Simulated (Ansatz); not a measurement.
Steps of a relaxation of `CC(C)[O][Al]([Cl])[Cl]` with RKS PBE0-D4/def2-TZVP.

```sh
$ ansatz run in.yaml --threads 4 --pin off --events-out ev --progress --plain --max-ram 11315MiB
```

```yaml
crystal:
  periodic: [false, false, false]
  atoms:
    - {symbol: C, position_ang: [-1.188627, -0.712335, 0.752328]}
    - {symbol: C, position_ang: [0.204974, -0.085506, 0.798245]}
    - {symbol: C, position_ang: [1.262179, -0.945477, 0.105787]}
    - {symbol: O, position_ang: [0.180427, 1.225996, 0.240027]}
    - {symbol: Al, position_ang: [-0.169467, 1.884496, -1.285561]}
    - {symbol: Cl, position_ang: [-0.095614, 3.967231, -1.483553]}
    - {symbol: Cl, position_ang: [-0.665575, 0.706235, -2.960053]}
    - {symbol: H, position_ang: [-1.926878, -0.051491, 1.248980]}
    - {symbol: H, position_ang: [-1.508657, -0.871655, -0.299387]}
    - {symbol: H, position_ang: [-1.205131, -1.694487, 1.266791]}
    - {symbol: H, position_ang: [0.499059, 0.044333, 1.865369]}
    - {symbol: H, position_ang: [1.356148, -1.936215, 0.594664]}
    - {symbol: H, position_ang: [2.251623, -0.447660, 0.143902]}
    - {symbol: H, position_ang: [0.992539, -1.112665, -0.958539]}
basis:
  gaussian: {orbitals: def2-TZVP}
hamiltonian: {xc: pbe0, dispersion: d4}
relax: {f_tol: 0.005, max_steps: 150}
```

Positions (Å) and forces (eV/Å) along the path, 8 of 8 steps:

```xyz
14
step=1 energy=-36905.8936 eV
C    -1.189   -0.712    0.752   -0.166   -0.057   -0.045
C     0.205   -0.086    0.798    0.060    0.020    0.224
C     1.262   -0.945    0.106    0.111   -0.081   -0.123
O     0.180    1.226    0.240   -0.177   -0.058   -0.619
Al   -0.169    1.884   -1.286    0.107   -0.209    0.469
Cl   -0.096    3.967   -1.484   -0.015   -0.381    0.016
Cl   -0.666    0.706   -2.960    0.094    0.246    0.316
H    -1.927   -0.051    1.249    0.367   -0.308   -0.234
H    -1.509   -0.872   -0.299    0.156    0.067    0.493
H    -1.205   -1.694    1.267    0.045    0.472   -0.243
H     0.499    0.044    1.865   -0.147   -0.036   -0.539
H     1.356   -1.936    0.595   -0.073    0.480   -0.212
H     2.252   -0.448    0.144   -0.480   -0.228   -0.007
H     0.993   -1.113   -0.959    0.119    0.073    0.504
14
step=2 energy=-36905.9491 eV
C    -1.180   -0.711    0.746   -0.040   -0.008    0.006
C     0.204   -0.084    0.795    0.018    0.034    0.056
C     1.252   -0.941    0.104    0.036   -0.013   -0.015
O     0.178    1.221    0.239   -0.114    0.018   -0.421
Al   -0.167    1.874   -1.274    0.094   -0.156    0.404
Cl   -0.094    3.937   -1.481    0.001   -0.026   -0.001
Cl   -0.660    0.716   -2.938    0.011    0.030    0.041
H    -1.912   -0.059    1.237    0.098   -0.092   -0.067
H    -1.495   -0.873   -0.294    0.050    0.022    0.145
H    -1.187   -1.681    1.258    0.007    0.132   -0.069
H     0.495    0.048    1.850   -0.046   -0.028   -0.163
H     1.339   -1.919    0.593   -0.016    0.133   -0.063
H     2.231   -0.450    0.142   -0.132   -0.070   -0.005
H     0.982   -1.110   -0.947    0.032    0.024    0.150
14
step=3 energy=-36905.9570 eV
C    -1.177   -0.711    0.745    0.012    0.006   -0.010
C     0.202   -0.083    0.788    0.018    0.033    0.057
C     1.249   -0.939    0.105   -0.013    0.009   -0.003
O     0.174    1.217    0.229   -0.042   -0.048   -0.132
Al   -0.165    1.873   -1.268    0.027    0.011    0.100
Cl   -0.089    3.934   -1.475    0.003    0.011   -0.003
Cl   -0.660    0.720   -2.930   -0.007   -0.008   -0.020
H    -1.908   -0.063    1.233   -0.009    0.007    0.006
H    -1.490   -0.879   -0.289   -0.009   -0.005   -0.015
H    -1.180   -1.675    1.258    0.003   -0.010    0.007
H     0.491    0.051    1.837    0.006    0.001    0.020
H     1.335   -1.910    0.596    0.000   -0.009    0.008
H     2.224   -0.451    0.140    0.012    0.006    0.001
H     0.980   -1.112   -0.941    0.000   -0.005   -0.018
14
step=4 energy=-36905.9581 eV
C    -1.176   -0.713    0.746    0.003   -0.030    0.043
C     0.201   -0.081    0.790   -0.021   -0.063   -0.055
C     1.248   -0.939    0.106    0.014   -0.030    0.040
O     0.169    1.209    0.219   -0.021    0.078   -0.089
Al   -0.167    1.877   -1.271    0.023    0.015    0.051
Cl   -0.081    3.938   -1.471    0.001    0.001    0.003
Cl   -0.663    0.733   -2.940   -0.008   -0.004   -0.013
H    -1.910   -0.067    1.232    0.000    0.010    0.001
H    -1.492   -0.889   -0.286    0.021    0.014   -0.007
H    -1.175   -1.675    1.264   -0.004   -0.010    0.007
H     0.491    0.058    1.838    0.003    0.003    0.010
H     1.336   -1.908    0.602    0.006   -0.011    0.003
H     2.225   -0.452    0.139    0.002    0.011    0.001
H     0.982   -1.120   -0.940   -0.018    0.018    0.004
14
step=5 energy=-36905.9593 eV
C    -1.175   -0.720    0.750   -0.006   -0.005    0.013
C     0.199   -0.081    0.785   -0.003   -0.076    0.004
C     1.249   -0.943    0.110    0.010   -0.007    0.011
O     0.163    1.204    0.203   -0.004    0.023   -0.013
Al   -0.166    1.885   -1.278   -0.008    0.018   -0.020
Cl   -0.071    3.948   -1.465    0.005   -0.003    0.006
Cl   -0.672    0.757   -2.955    0.001    0.002    0.002
H    -1.911   -0.072    1.232    0.001    0.003   -0.004
H    -1.490   -0.903   -0.282    0.008    0.008    0.000
H    -1.171   -1.678    1.276    0.005    0.005    0.000
H     0.489    0.066    1.832    0.002    0.017    0.001
H     1.339   -1.908    0.614   -0.003    0.005    0.001
H     2.224   -0.452    0.140   -0.002    0.004   -0.002
H     0.981   -1.131   -0.934   -0.006    0.008    0.003
14
step=6 energy=-36905.9596 eV
C    -1.176   -0.727    0.755    0.011   -0.002   -0.006
C     0.197   -0.084    0.781   -0.001   -0.008    0.029
C     1.250   -0.945    0.114   -0.011    0.007   -0.006
O     0.153    1.197    0.188   -0.002   -0.006    0.011
Al   -0.175    1.891   -1.286    0.025    0.002   -0.024
Cl   -0.051    3.954   -1.453   -0.010   -0.005   -0.003
Cl   -0.679    0.774   -2.972   -0.008    0.011    0.008
H    -1.913   -0.076    1.230    0.004   -0.002    0.000
H    -1.489   -0.917   -0.277   -0.004   -0.004    0.002
H    -1.167   -1.681    1.288   -0.003    0.003   -0.004
H     0.488    0.077    1.827   -0.002    0.004   -0.004
H     1.345   -1.906    0.625   -0.001    0.005   -0.003
H     2.222   -0.449    0.137   -0.005   -0.001    0.000
H     0.981   -1.140   -0.929    0.005   -0.004   -0.001
14
step=7 energy=-36905.9597 eV
C    -1.176   -0.731    0.757    0.001    0.004    0.001
C     0.194   -0.084    0.783    0.000   -0.006    0.000
C     1.248   -0.942    0.112   -0.001   -0.001    0.001
O     0.149    1.197    0.190   -0.004    0.004   -0.001
Al   -0.166    1.891   -1.288   -0.002   -0.003    0.002
Cl   -0.041    3.954   -1.458    0.000    0.001   -0.001
Cl   -0.680    0.778   -2.972   -0.001    0.002    0.000
H    -1.914   -0.080    1.231   -0.002   -0.003    0.001
H    -1.490   -0.926   -0.273    0.003    0.005   -0.006
H    -1.165   -1.682    1.293    0.000    0.000    0.004
H     0.485    0.077    1.828    0.003    0.001    0.000
H     1.344   -1.905    0.619   -0.001    0.002   -0.003
H     2.220   -0.444    0.138    0.000    0.000    0.000
H     0.979   -1.132   -0.932    0.003   -0.005    0.004
14
step=8 energy=-36905.9598 eV
C    -1.176   -0.730    0.755    0.000    0.001    0.000
C     0.195   -0.084    0.783    0.001   -0.002    0.000
C     1.249   -0.943    0.114   -0.001    0.000    0.000
O     0.150    1.197    0.190    0.000    0.001   -0.001
Al   -0.168    1.891   -1.287    0.000    0.000    0.000
Cl   -0.041    3.954   -1.458    0.000    0.000    0.000
Cl   -0.687    0.779   -2.971    0.000    0.000    0.001
H    -1.914   -0.080    1.229    0.000    0.000    0.000
H    -1.488   -0.922   -0.276    0.000    0.001    0.000
H    -1.166   -1.683    1.289    0.000   -0.001    0.000
H     0.486    0.078    1.828    0.000    0.000    0.001
H     1.346   -1.904    0.623    0.000    0.000    0.000
H     2.221   -0.445    0.138    0.000    0.000    0.000
H     0.981   -1.137   -0.929    0.001   -0.001    0.000
```

Hardware: 4 threads of an Arm Neoverse V1 on a shared host. Wall time 91 s, peak host memory 1.1 GiB.
